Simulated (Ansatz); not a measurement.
Reactions of C₂H₅FO₂Si, SMILES `C=C(F)[SiH](O)O`.

Gas-phase electronic energies from Ansatz, PBE0-D4/def2-TZVP geometries. CCSD(T)/CBS is the MP2 limit (def2-TZVPP, def2-QZVPP) plus CCSD(T) − MP2 in def2-TZVPP, frozen cores. This one scheme is used for every species. Each species was taken in one conformer, which may not be the lowest.

Question: Order these by ΔE at CCSD(T)/CBS, lowest first. (Estimate.)
A. `C=C(F)[SiH](O)O` + CH₃NH₂ → `C=C(F)NC` + `O[SiH2]O`
B. `C=C(F)[SiH](O)O` + `O[SiH2]S` → `O[SiH2]S[SiH](O)O` + `C=CF`
C. `C=C(F)[SiH](O)O` + `[SiH3]Cl` → `C=C(F)[SiH2]Cl` + `O[SiH2]O`
D. `C=C(F)[SiH](O)O` + `O[Si](O)(F)F` → `O[SiH](O)O[Si](O)(F)F` + `C=CF`
E. `C=C(F)[SiH](O)O` + CH₃OH → `CO[SiH](O)O` + `C=CF`

Answer: D (-145.4 kJ/mol), E (-121.1 kJ/mol), B (-79.3 kJ/mol), C (+4.1 kJ/mol), A (+21.6 kJ/mol).

Largest T1 diagnostic: 0.012, for `C=C(F)[SiH](O)O`.
